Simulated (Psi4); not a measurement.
H$_{3}$AlO$_{3}$, triplet, at a GFN2-xTB geometry (such geometries of metal compounds can be far from the true shape) (a higher spin typed on purpose: for a closed-shell molecule this is an excited state); Psi4 1.11 with TPSS/6-31G*.

Psi4 was given this input:
```
memory 2 GB

molecule {
0 3
Al   -0.22841955    0.05198431   -0.19812719
O    -1.15594784   -1.40873912    0.09104506
H    -1.46483008   -2.25130268    0.42031577
O     0.31746567    1.59956304   -0.81833010
H     0.81311131    2.39962251   -0.98560544
O     1.06867076   -0.24321083    0.92694667
H     1.77966422   -0.40502054    1.54365019
}

set {
  basis 6-31g*
  reference uks
}

energy('tpss')
print_variables()
```

It wrote (shortened):

```
   => Loading Basis Set <=

    Name: 6-31G*
    Role: ORBITAL
    Keyword: BASIS

         ---------------------------------------------------------
                                   SCF
               by Justin Turney, Rob Parrish, Andy Simmonett
                          and Daniel G. A. Smith
                              UKS Reference
         ---------------------------------------------------------

  ==> Geometry <==

    Molecular point group: c1
    Full point group: C1

    Geometry (in Angstrom), charge = 0, multiplicity = 3:

       Center              X                  Y                   Z               Mass
    ------------   -----------------  -----------------  -----------------  -----------------
         AL          -0.211180204351     0.048060934430    -0.183174079474    26.981538530000
         O           -1.138708494351    -1.412662495570     0.105998170526    15.994914619570
         H           -1.447590734351    -2.255226055570     0.435268880526     1.007825032230
         O            0.334705015649     1.595639664430    -0.803376989474    15.994914619570
         H            0.830350655649     2.395699134430    -0.970652329474     1.007825032230
         O            1.085910105649    -0.247134205570     0.941899780526    15.994914619570
         H            1.796903565649    -0.408943915570     1.558603300526     1.007825032230

  Running in c1 symmetry.

  Rotational constants: A =      0.32579  B =      0.15206  C =      0.10367 [cm^-1]
  Rotational constants: A =   9766.99174  B =   4558.60103  C =   3107.99137 [MHz]
  Nuclear repulsion =  157.984544060781047

  Charge       = 0
  Multiplicity = 3
  Electrons    = 40
  Nalpha       = 21
  Nbeta        = 19

  ==> Algorithm <==

  SCF Algorithm Type is DF.
  DIIS enabled.
  MOM disabled.
  Fractional occupation disabled.
  Guess Type is SAD.
  Energy threshold   = 1.00e-06
  Density threshold  = 1.00e-06
  Integral threshold = 1.00e-12

  ==> Primary Basis <==

  Basis Set: 6-31G*
    Blend: 6-31G*
    Number of shells: 32
    Number of basis functions: 70
    Number of Cartesian functions: 70
    Spherical Harmonics?: false
    Max angular momentum: 2

  ==> DFT Potential <==

   => LibXC <=

    Version 7.1.2
    S. Lehtola, C. Steigemann, M. J. T. Oliveira, and M. A. L. Marques,  SoftwareX 7, 1–5 (2018) (10.1016/j.softx.2017.11.002)

   => Composite Functional: TPSS <=

    TPSS Meta-GGA XC Functional

    J. Tao, et al., Phys. Rev. Lett., 91, 146401, 2003

    Deriv               =              1
    GGA                 =           TRUE
    Meta                =           TRUE

    Exchange Hybrid     =          FALSE
    MP2 Hybrid          =          FALSE

   => Exchange Functionals <=

    1.0000   XC_MGGA_X_TPSS

   => Correlation Functionals <=

    1.0000   XC_MGGA_C_TPSS

   => LibXC Density Thresholds  <==

    XC_MGGA_C_TPSS:  1.00E-15
    XC_MGGA_X_TPSS:  1.00E-15

   => Molecular Quadrature <=

    Radial Scheme          =       TREUTLER
    Pruning Scheme         =           NONE
    Nuclear Scheme         =       TREUTLER

    Blocking Scheme        =         OCTREE
    BS radius alpha        =              1
    Pruning alpha          =              1
    Radial Points          =             75
    Spherical Points       =            302
    Total Points           =         152756
    Total Blocks           =           1194
    Max Points             =            255
    Max Functions          =             69
    Weights Tolerance      =       1.00E-15

   => Loading Basis Set <=

    Name: (6-31G* AUX)
    Role: JKFIT
    Keyword: DF_BASIS_SCF

  ==> Integral Setup <==

  SCF_SUBTYPE=INCORE selected. In-core MEM_DF algorithm will be used.
  Using in-core AOs.

  ==> MemDFJK: Density-Fitted J/K Matrices <==

    J tasked:                   Yes
    K tasked:                    No
    wK tasked:                   No
    Algorithm:                 Core
    Schwarz Cutoff:           1E-12
    Mask sparsity (%):       1.0204
    Fitting Condition:        1E-10

   => Auxiliary Basis Set <=

  Basis Set: (6-31G* AUX)
    Blend: CC-PVDZ-JKFIT
    Number of shells: 135
    Number of basis functions: 448
    Number of Cartesian functions: 448
    Spherical Harmonics?: false
    Max angular momentum: 3

  Minimum eigenvalue in the overlap matrix is 1.0111097243E-02.
  Reciprocal condition number of the overlap matrix is 1.7799012724E-03.
    Using symmetric orthogonalization.

  ==> Pre-Iterations <==

  SCF Guess: Superposition of Atomic Densities via on-the-fly atomic UHF (no occupation information).

   -------------------------
    Irrep   Nso     Nmo
   -------------------------
     A         70      70
   -------------------------
    Total      70      70
   -------------------------

  ==> Iterations <==

                           Total Energy        Delta E     RMS |[F,P]|

   @DF-UKS iter SAD:  -469.15395935211666   -4.69154e+02   0.00000e+00
   @DF-UKS iter   1:  -469.41701724917533   -2.63058e-01   1.53835e-02 ADIIS/DIIS
   @DF-UKS iter   2:  -468.02875767048312    1.38826e+00   2.87756e-02 ADIIS/DIIS
   @DF-UKS iter   3:  -469.64255713566735   -1.61380e+00   9.09489e-03 ADIIS/DIIS
   @DF-UKS iter   4:  -469.77266340361325   -1.30106e-01   6.24485e-03 ADIIS/DIIS
   @DF-UKS iter   5:  -469.86540307943926   -9.27397e-02   6.91532e-04 ADIIS/DIIS
   @DF-UKS iter   6:  -469.86611964925623   -7.16570e-04   4.72144e-04 ADIIS/DIIS
   @DF-UKS iter   7:  -469.86669764973999   -5.78000e-04   3.11881e-05 DIIS
   @DF-UKS iter   8:  -469.86668332155205    1.43282e-05   7.78119e-05 DIIS
   @DF-UKS iter   9:  -469.86669477866548   -1.14571e-05   4.21462e-05 DIIS
   @DF-UKS iter  10:  -469.86669952807461   -4.74941e-06   1.19948e-05 DIIS
   @DF-UKS iter  11:  -469.86669993646228   -4.08388e-07   1.26838e-06 DIIS
   @DF-UKS iter  12:  -469.86669993975329   -3.29101e-09   3.70325e-07 DIIS
  Energy and wave function converged.

  ==> Post-Iterations <==

   Electrons on quadrature grid:
      Nalpha   =   21.0000094039 ; deviation = 9.404e-06
      Nbeta    =   19.0000059115 ; deviation = 5.912e-06
      Ntotal   =   40.0000153154 ; deviation = 1.532e-05

   @Spin Contamination Metric:   4.538207866E-03
   @S^2 Expected:                2.000000000E+00
   @S^2 Observed:                2.004538208E+00
   @S   Expected:                1.000000000E+00
   @S   Observed:                1.000000000E+00

    Orbital Energies [Eh]
    ---------------------

    Alpha Occupied:

[...]
    Alpha Virtual:

[...]
      70A      3.755036

    Beta Occupied:

[...]
      19A     -0.245903

    Beta Virtual:

[...]
    Final Occupation by Irrep:
              A
    DOCC [    19 ]
    SOCC [     2 ]
    NA   [    21 ]
    NB   [    19 ]

  @DF-UKS Final Energy:  -469.86669993975329

   => Energetics <=

    Nuclear Repulsion Energy =            157.9845440607810474
    One-Electron Energy =                -965.0644616234458226
    Two-Electron Energy =                 382.8138298800867005
    DFT Exchange-Correlation Energy =     -45.6006122571751362
    Empirical Dispersion Energy =           0.0000000000000000
    VV10 Nonlocal Energy =                  0.0000000000000000
    Total Energy =                       -469.8666999397532891

  UHF NO Occupations:
  HONO-2 :   19  A 1.9992358
  HONO-1 :   20  A 1.0000000
  HONO-0 :   21  A 1.0000000
  LUNO+0 :   22  A 0.0007642
  LUNO+1 :   23  A 0.0006363
  LUNO+2 :   24  A 0.0005025
  LUNO+3 :   25  A 0.0001553

Computation Completed

Properties will be evaluated at   0.000000,   0.000000,   0.000000 [a0]

Properties computed using the SCF density matrix

 Multipole Moments:

 ------------------------------------------------------------------------------------
     Multipole            Electronic (a.u.)      Nuclear  (a.u.)        Total (a.u.)
 ------------------------------------------------------------------------------------

 L = 1.  Multiply by 2.5417464519 to convert [e a0] to [Debye]
 Dipole X            :         -0.4625512            1.3031057            0.8405545
 Dipole Y            :          0.1052675           -0.2965641           -0.1912967
 Dipole Z            :         -0.4012083            1.1302915            0.7290833
 Magnitude           :                                                    1.1290211

 ------------------------------------------------------------------------------------

  Variable Map:
  ----------------------------------------------------------------------------
[...]
  Array Variable Map:
  ----------------------------------------------------------------------------
[...]
[...]
```
